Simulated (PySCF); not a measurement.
C₂H₆B, SMILES C[B]C, multiplicity 2.

The structure is a stationary point at PBE0-D3(BJ)/def2-TZVP. The isomer is the one that the SMILES or the coordinates give; other isomers of the formula were not compared.

These are PBE0-D3(BJ)/def2-TZVP (PySCF) values and carry that method's errors.

Frequencies are harmonic and unscaled.

Computed harmonic wavenumbers and intensities:
```tsv
mode	ν (cm⁻¹)	IR (km/mol)	moving atoms (share of kinetic energy)
1	112	1.8	H 97 %
2	123	4.2	H 65 %, B 30 %
3	295	0.0	H 45 %, C 28 %, B 27 %
4	621	0.0	H 78 %, C 20 %
5	673	1.1	H 73 %, C 17 %, B 11 %
6	798	0.3	C 51 %, H 40 %, B 10 %
7	814	3.3	H 76 %, C 19 %
8	1011	22.1	H 46 %, B 32 %, C 22 %
9	1174	28.5	B 50 %, H 44 %
10	1296	9.1	H 77 %, C 22 %
11	1328	124.8	H 49 %, C 34 %, B 17 %
12	1411	7.1	H 96 %
13	1413	4.4	H 96 %
14	1449	0.3	H 94 %
15	1450	16.8	H 93 %
16	2995	0.9	H 96 %
17	2998	11.1	H 96 %
18	3057	22.8	H 91 %, C 9 %
19	3057	14.2	H 91 %, C 9 %
20	3123	5.0	H 91 %, C 9 %
21	3123	5.8	H 91 %, C 9 %
```
